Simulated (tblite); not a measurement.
Compound: C6H10FN.
Cartesian coordinates in Å at the GFN2-xTB level; atoms count from 1:
```xyz
18
C6H10FN angstrom
C     -2.7289   -0.5740   -0.4247
C     -1.4341   -0.7364   -0.6169
C     -0.5067    0.3379   -1.1122
N      0.6020    0.5784   -0.2075
C      0.2450    1.1460    1.0702
C      1.6521   -0.3056   -0.2518
C      2.5006   -0.5886    0.7328
F      3.5576   -1.4071    0.4858
H     -3.3577   -1.3685   -0.0606
H     -3.2194    0.3625   -0.6362
H     -0.9545   -1.6807   -0.3931
H     -0.0924    0.0426   -2.0817
H     -1.0531    1.2765   -1.2440
H      1.1219    1.6240    1.5046
H     -0.1352    0.3969    1.7750
H     -0.5239    1.9010    0.9169
H      1.8194   -0.7649   -1.2164
H      2.4984   -0.2336    1.7481
```

Computed values, GFN2-xTB/tblite, gas phase, harmonic and unscaled. This tight-binding method is rough: wavenumbers can miss measured ones by several per cent, in bad cases by 10 to 20. One conformer, not necessarily the lowest.

Harmonic wavenumbers (cm⁻¹): 47.3, 58.9, 126.4, 154.5, 176.4, 228.0, 280.5, 340.1, 383.2, 411.9, 482.8, 538.7, 630.2, 661.4, 886.9, 901.8, 923.8, 949.0, 961.2, 1024.5, 1068.1, 1074.7, 1102.5, 1117.0, 1180.3, 1199.8, 1247.6, 1269.0, 1309.9, 1312.6, 1358.8, 1412.6, 1415.2, 1457.6, 1478.0, 1491.4, 1714.8, 1723.9, 2910.5, 2940.9, 2954.3, 3014.7, 3026.7, 3059.0, 3078.1, 3096.7, 3124.5, 3125.5.

A = 4228, B = 951.3, C = 878.4 MHz; mass 115.080 u (most abundant isotopes); point group C1, symmetry number 1.

Q: Zero-point energy?

A: Half the sum of the wavenumbers: 32216 cm⁻¹ = 385.39 kJ/mol.

Q: Entropy at 273.15 K, 1 bar (ideal gas, RRHO, classical rotation)?

A: Translation 166.22, rotation 119.82, vibration 104.55: S = 390.6 J/(mol K).

Q: And Cp and H(273.15 K) − H(0)?

A: Cp = 139.13 J/(mol K), of which vibrations give 105.88 (their classical limit is 48 R = 399.1); H(273.15 K) − H(0) = 24.05 kJ/mol without the zero-point energy, 14.97 from vibrations.

Q: Which modes carry the vibrational entropy at 273.15 K?

A: 47.3 cm⁻¹: 19.89; 58.9 cm⁻¹: 18.08; 126.4 cm⁻¹: 11.85; 154.5 cm⁻¹: 10.25; 176.4 cm⁻¹: 9.22; 228.0 cm⁻¹: 7.27 J/(mol K); the other 42 give 27.99 together.

Q: How do the functions run with temperature in this model?

A: 
```json
{"T (K)": "50", "S (J/(mol K))": "242.8", "Cp (J/(mol K))": "54.1", "H − H(0) (kJ/mol)": "2.10", "G − H(0) (kJ/mol)": "-10.04", "ln q(vib)": "0.55"}
{"T (K)": "100", "S (J/(mol K))": "287.3", "Cp (J/(mol K))": "76.2", "H − H(0) (kJ/mol)": "5.37", "G − H(0) (kJ/mol)": "-23.36", "ln q(vib)": "1.71"}
{"T (K)": "298.15", "S (J/(mol K))": "403.2", "Cp (J/(mol K))": "148.6", "H − H(0) (kJ/mol)": "27.65", "G − H(0) (kJ/mol)": "-92.56", "ln q(vib)": "6.59"}
{"T (K)": "373.15", "S (J/(mol K))": "439.6", "Cp (J/(mol K))": "176.8", "H − H(0) (kJ/mol)": "39.86", "G − H(0) (kJ/mol)": "-124.18", "ln q(vib)": "8.37"}
{"T (K)": "500", "S (J/(mol K))": "497.5", "Cp (J/(mol K))": "219.7", "H − H(0) (kJ/mol)": "65.09", "G − H(0) (kJ/mol)": "-183.66", "ln q(vib)": "11.36"}
{"T (K)": "750", "S (J/(mol K))": "599.1", "Cp (J/(mol K))": "281.1", "H − H(0) (kJ/mol)": "128.26", "G − H(0) (kJ/mol)": "-321.07", "ln q(vib)": "17.04"}
{"T (K)": "1000", "S (J/(mol K))": "685.9", "Cp (J/(mol K))": "321.6", "H − H(0) (kJ/mol)": "203.92", "G − H(0) (kJ/mol)": "-481.97", "ln q(vib)": "22.37"}
```

q(vib) and H(0) count from the zero-point level.

Hindered rotation and anharmonicity are outside this model. Other conformers, if any are populated, would add a mixing term that is left out. The structure is chiral; the term R ln 2 for an equal mix with its mirror image is left out.
